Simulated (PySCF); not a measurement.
C4H8BN, SMILES NB1CC=CC1. Geometry: PBE0-D3(BJ)/def2-SVP. This is a generated structure with no PubChem entry under its InChIKey; it may be hypothetical. One conformer was computed; it need not be the lowest.

Computed equilibrium geometry at PBE0-D3(BJ)/def2-SVP (PySCF confirms it by a frequency run) as a Z-matrix, and its point group (one conformer of several):
point group C2v.
```
B
N 1 1.3936
H 2 1.0113 1 123.21
H 2 1.0113 3 113.57 1 180.00
C 1 1.5953 2 125.96 3 180.00
H 5 1.1067 1 112.97 2 59.57
H 5 1.1067 6 105.10 1 123.60
C 5 1.5063 6 112.22 7 122.23
C 8 1.3409 5 114.34 6 120.96
H 8 1.0953 9 123.04 5 180.00
H 9 1.0953 8 123.04 10 0.00
C 9 1.5063 11 122.62 8 180.00
H 12 1.1067 9 112.22 11 -59.04
H 12 1.1067 13 105.10 9 -122.23
```
Charge 0, spin multiplicity 1.
